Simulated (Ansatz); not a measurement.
The cluster Tl4H5, relaxed as a doublet with UKS PBE-D4/def2-SVP in Ansatz, starting from the GFN1-xTB geometry. Force threshold 0.02 eV/Å.

In the def2 sets Tl takes a core potential; there is no spin–orbit coupling. The relaxation made no stability test and no search for a lower SCF solution. The structure comes from a short search, and lower isomers may exist.

Start:

```xyz
9

Tl   -2.722    0.312   -0.949
Tl   -0.554    1.531   -2.365
Tl    2.682   -0.061    0.238
Tl    0.044   -1.745    1.717
H     1.382   -2.140    0.282
H     1.154    0.836   -1.147
H     1.086   -0.090    2.102
H    -1.658    2.297   -0.430
H    -1.413   -0.939    0.553
```

```
         step  energy (eV)  largest force component (eV/Å)  SCF passes
            1  -18860.6546                           0.933          20
            2  -18861.0801                           0.357          23
            3  -18861.2437                           0.380          21
            4  -18861.3607                           0.311          19
            5  -18861.4573                           0.183          18
            6  -18861.5119                           0.097          18
            7  -18861.5361                           0.096          19
            8  -18861.5497                           0.106          18
            9  -18861.5552                           0.089          19
           10  -18861.5687                           0.076          19
           11  -18861.5692                           0.172          18
           13  -18861.6213                           0.131          19
           15  -18861.6936                           0.134          19
           17  -18861.7566                           0.183          20
           19  -18861.8074                           0.184          19
           21  -18861.9326                           0.296          19
23 (rejected)  -18861.9869                           0.355          19
           25  -18862.0108                           0.145          19
           27  -18862.0190                           0.058          20
           29  -18862.0329                           0.067          19
           31  -18862.0472                           0.171          19
           33  -18862.0649                           0.126          19
           35  -18862.0689                           0.117          19
           37  -18862.0781                           0.053          20
           39  -18862.0787                           0.024          20
           41  -18862.0791                           0.013          14
```

Force components are those of the run's own axes.

End:

```xyz
9

Tl   -1.913    1.444    0.297
Tl    0.465    0.285   -2.349
Tl    2.148    1.150    1.413
Tl   -0.046   -1.771    0.733
H     0.482   -1.657   -1.106
H     0.517    1.319   -0.110
H     1.433   -0.892    1.694
H    -1.526    0.789   -1.716
H    -1.560   -0.669    1.145
```

Bonds lost: Tl1–Tl2 (atoms count from 1).

The force fell under the threshold at step 40, but the optimiser went on. No frequencies were taken in this run, so the end may be a saddle point.

It took 1.7 min on 4 threads of Arm Neoverse V1 on a shared host.
